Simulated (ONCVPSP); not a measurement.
# Al (Z = 13): variants of one ONCV potential

Base potential:

```json
{
 "Element": "Al",
 "Generator": "ONCVPSP 4.0.1",
 "Type": "optimised norm-conserving Vanderbilt (ONCV)",
 "Functional": "PBE",
 "Relativity": "scalar-relativistic",
 "Frozen core": "[Ne]",
 "Valence charge": "3",
 "Reference configuration": "3s2 3p1",
 "Partial waves": "3s: rc 1.65 bohr, ncon 3, nbas 6, qcut 5 1/bohr, 3 projectors, debl 0.3 Ha; 3p: rc 1.75 bohr, ncon 4, nbas 9, qcut 5.6 1/bohr, 2 projectors, debl 3.4 Ha; d scattering state at 0.28 Ha: rc 1.45 bohr, ncon 5, nbas 8, qcut 7.2 1/bohr, 1 projector",
 "Local potential": "polynomial inside 1.05 bohr (lpopt 5, dvloc0 1 Ha)",
 "Core correction": "Teter function, fcfact 6, rcfact 1.3"
}
```

All-electron outer shells of the reference configuration (PBE, scalar-relativistic, ld1.x):

```json
{"shell": "2s", "level (eV)": "-108.17", "outermost node (bohr)": "0.16", "outermost maximum (bohr)": "0.50"}
{"shell": "2p", "level (eV)": "-69.64", "outermost node (bohr)": "–", "outermost maximum (bohr)": "0.43"}
{"shell": "3s", "level (eV)": "-7.75", "outermost node (bohr)": "0.80", "outermost maximum (bohr)": "2.09"}
{"shell": "3p", "level (eV)": "-2.71", "outermost node (bohr)": "0.82", "outermost maximum (bohr)": "2.64"}
```

Cutoffs, loose and tight: the cutoffs (Ha) at which the residual kinetic energy of the hardest occupied pseudo-wave falls to 1 and 0.1 mHa per electron. They do not see the model core or the augmentation charge, which bear on the density cutoff. Test errors are all-electron minus pseudo excitation energies from the reference, over the configurations 3s2 3p0; 3s1 3p0; 3s2 3p0.5; 3s1 3p2. A dash means not determined; rows that change the core or the reference have their own tests.

For the base: The cutoffs count occupied waves only; projector 2 of the p channel, the hardest unoccupied one, needs 106 Ha at the loose tolerance.

A true bound ghost makes a file unfit for plane-wave use even where its test errors are small: the radial tests pick states by their node count and pass the ghost by.

| change | outcome | cutoff, loose | cutoff, tight | bound ghosts | GHOST(+) flags above zero | largest test error (meV) |
| --- | --- | --- | --- | --- | --- | --- |
| base | generated | 5.8 Ha | 14 Ha | s | s | +20 |
| all radii but the core radius scaled by about 1.19 (s 1.96, p 2.08, d 1.72 bohr); local potential polynomial inside 1.24 bohr (lpopt 5, dvloc0 1 Ha) | generated | 6.4 Ha | 8.5 Ha | s | none | +26 |
| core correction Teter function, fcfact 6, rcfact 1.92 | generated | 5.8 Ha | 14 Ha | s | s | -367 |
| s: debl 2.95 | generated | 5.8 Ha | 14 Ha | s | none | +22 |
| p: qcut 7.2 | generated | 14 Ha | 19 Ha | s | s, p | +20 |
| p: nproj 3 | generated | 5.8 Ha | 14 Ha | s | s, p | +20 |

Question: What comes out with this change to the base: core correction Teter function, fcfact 4.5, rcfact 1.3?

Answer: outcome: generated; cutoff, loose: 5.8 Ha; cutoff, tight: 14 Ha; bound ghosts: s; GHOST(+) flags above zero: s; largest test error (meV): +17.

Question: What comes out with this change to the base: core correction Teter function, fcfact 1.5, rcfact 1.6?

Answer: outcome: generated; cutoff, loose: 5.8 Ha; cutoff, tight: 14 Ha; bound ghosts: s; GHOST(+) flags above zero: s; largest test error (meV): -28.

Question: What comes out with this change to the base: s: rc 1.92?

Answer: outcome: generated; cutoff, loose: 6.4 Ha; cutoff, tight: 14 Ha; bound ghosts: s; GHOST(+) flags above zero: none; largest test error (meV): +24.
